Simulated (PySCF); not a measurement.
## What builds the second ionisation energy along the 4p block

Calculated with PySCF 2.14 from differences of total energies of unrestricted determinants, without spin-orbit coupling. Each column adds one step, in eV (sums use unrounded values): valence MP2, valence CCSD, valence triples, then the next inner shell at CCSD(T) (Ga 3s 3p 3d, Ge 3s 3p 3d, As 3s 3p 3d, Se 3s 3p 3d, Br 3s 3p 3d, Kr 3s 3p 3d). References (NIST) marked * lie between the lowest fine-structure levels; the others compare directly ((s) semi-empirical, (t) theoretical).

```tsv
element	UHF	+ MP2	+ CCSD	+ (T)	+ inner shell	sum	reference
Ga [Ar] 3d10 4s2 → [Ar] 3d10 4s1 (def2-TZVPPD, non-relativistic)	18.445	0.722	0.295	0.000	0.401	19.863	20.515
Ge [Ar] 3d10 4s2 4p1 → [Ar] 3d10 4s2 (def2-TZVPPD, non-relativistic)	15.218	0.233	0.072	0.022	0.096	15.640	15.789
As [Ar] 3d10 4s2 4p2 → [Ar] 3d10 4s2 4p1 (def2-TZVPPD, non-relativistic)	17.971	0.374	0.029	0.026	0.064	18.464	18.589 *
Se [Ar] 3d10 4s2 4p3 → [Ar] 3d10 4s2 4p2 (def2-TZVPPD, non-relativistic)	20.836	0.503	-0.040	0.029	0.039	21.368	21.196 ± 0.01 *
Br [Ar] 3d10 4s2 4p4 → [Ar] 3d10 4s2 4p3 (def2-TZVPPD, non-relativistic)	20.251	0.676	0.118	0.024	0.034	21.104	21.409
Kr [Ar] 3d10 4s2 4p5 → [Ar] 3d10 4s2 4p4 (def2-TZVPPD, non-relativistic)	23.234	0.817	0.003	0.029	0.026	24.109	24.360 *
```

What remains against the references is mostly basis incompleteness and, for starred values, spin-orbit coupling.

These are valence bases, so the inner-shell step is incomplete.
